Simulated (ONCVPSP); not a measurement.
Which change was made? (Sb, ONCV)

- Element: antimony
- Generator: ONCVPSP 4.0.1
- Type: optimised norm-conserving Vanderbilt (ONCV)
- Functional: PBE
- Relativity: scalar-relativistic
- Frozen core: [Kr] 4d10
- Valence charge: 5
- Reference configuration: 5s2 5p3
- Partial waves: 5s: rc 2.00 bohr, ncon 4, nbas 8, qcut 3.3 1/bohr, 2 projectors, debl 2.1 Ha; 5p: rc 2.00 bohr, ncon 4, nbas 9, qcut 4.2 1/bohr, local
- Local potential: the p channel
- Core correction: polynomial model core, fcfact 0.6

Cutoffs, loose and tight: the cutoffs (Ha) at which the residual kinetic energy of the hardest occupied pseudo-wave falls to 1 and 0.1 mHa per electron. They do not see the model core or the augmentation charge, which bear on the density cutoff. Test errors are all-electron minus pseudo excitation energies from the reference, over the configurations 5s2 5p2; 5s2 5p1; 5s2 5p0; 5s2 5p2.5; variants that change the core or the reference have their own tests.

The base gives: outcome: generated; cutoff, loose: 11 Ha; cutoff, tight: 39 Ha; bound ghosts: none; GHOST(+) flags above zero: none; largest test error (meV): -145.

Task: After one change the result is: outcome: failed: test_data: rc < rc(lloc) for l = 0. Not allowed.. Which change was it?
A. s: rc 2.84
B. s: rc 1.38
C. s: rc 2.3

Result: B. The others give: s: rc 2.3 → outcome: generated; cutoff, loose: 6.3 Ha; cutoff, tight: 29 Ha; bound ghosts: none; GHOST(+) flags above zero: none; largest test error (meV): -137 | s: rc 2.84 → outcome: generated; cutoff, loose: 6.3 Ha; cutoff, tight: 8.5 Ha; bound ghosts: none; GHOST(+) flags above zero: none; largest test error (meV): -103.
